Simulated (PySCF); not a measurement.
# One molecule, several mistakes: AlB2H4O

These are calculations, not measurements. They come from PySCF 2.14.0, an open-source quantum chemistry program, on an isolated molecule that a program drew, which may never have been made. The molecule is AlB2H4O (charge 0, doublet), drawn as the SMILES string `[BH]B[O][AlH2]`.

Each row is a Hartree-Fock (HF) and frozen-core CCSD(T) single point in the cc-pV(D+d)Z basis, meant for a local HF minimum. Run 1 is clean. Each other run has one planted mistake out of seven kinds, and not every kind appears here: one electron removed, one electron added, multiplicity raised by two, geometry at a saddle point, minimal basis STO-3G, one bond length entered in bohr, all coordinates scaled. The reference is restricted for singlets and unrestricted otherwise, and also for a bond in bohr. Adding or removing an electron swaps singlet and doublet. Electrons count all cores. HOMO and LUMO are orbital energies over both spins, the gradient is its largest component, and the lowest frequency (negative if imaginary) is given only where the gradient is small. Bond lengths are over the 7 bonds as drawn. T1 is the CCSD diagnostic: over 0.02 (restricted) or 0.045 (unrestricted) a single reference is doubtful.

Geometry of the clean run:
```xyz
8
AlB2H4O, angstrom
B    -0.5197   -1.6395   -2.6134
B    -0.7182   -0.8197   -1.1868
O     0.3020   -0.4000   -0.4041
Al    1.4148    0.1701    0.7231
H    -0.4507   -1.8333   -3.7822
H    -1.8607   -0.6377   -0.8213
H     1.9014   -0.8113    1.8499
H     1.9298    1.6472    0.5723
```

```
run  electrons  basis functions  <S^2>  HOMO (eV)  LUMO (eV)  gradient (hartree/bohr)  lowest frequency (cm^-1)  mean bond (Å)  longest bond (Å)      T1  HF (hartree)  CCSD(T) (hartree)                          mistake
  1         35               85  0.760      -8.29       1.51                  3.9e-06                        76         1.4624             1.683  0.0179    -368.49001         -368.92925                         no fault
  2         34               85  0.000     -15.11      -6.38                  8.4e-02                         -         1.4624             1.683  0.0226    -368.22155         -368.64991             one electron removed
  3         35               28  0.762      -5.78       7.36                  4.2e-02                         -         1.4624             1.683  0.0236    -363.90169         -364.08236             minimal basis STO-3G
  4         35               85  1.391      -8.47       1.23                  3.0e-02                         -         1.6166             2.293  0.0610    -368.37703         -368.82056  one bond length entered in bohr
  5         35               85  0.759      -8.34       1.69                  5.2e-02                         -         1.3615             1.567  0.0160    -368.44877         -368.88067           all coordinates scaled
  6         35               85  3.773      -7.71      -1.04                  5.6e-02                         -         1.4624             1.683  0.0311    -368.35784         -368.79646                                ?
```

**Which mistake was planted in run 6, and what did it cost?**

Electrons, basis and geometry are unchanged, and <S^2> is 3.773, beside S(S+1) = 3.75 for a multiplicity of 4. So the mistake is: multiplicity raised by two. Subtracting run 1 and multiplying by 627.51 kcal/mol a hartree, the energy moved by 82.9 kcal/mol in HF and 83.3 kcal/mol in CCSD(T).

Cautions from the logs. Run 2: T1 is over the limit, so its CCSD(T) energy is less reliable; run 4: T1 is over the limit, so its CCSD(T) energy is less reliable.
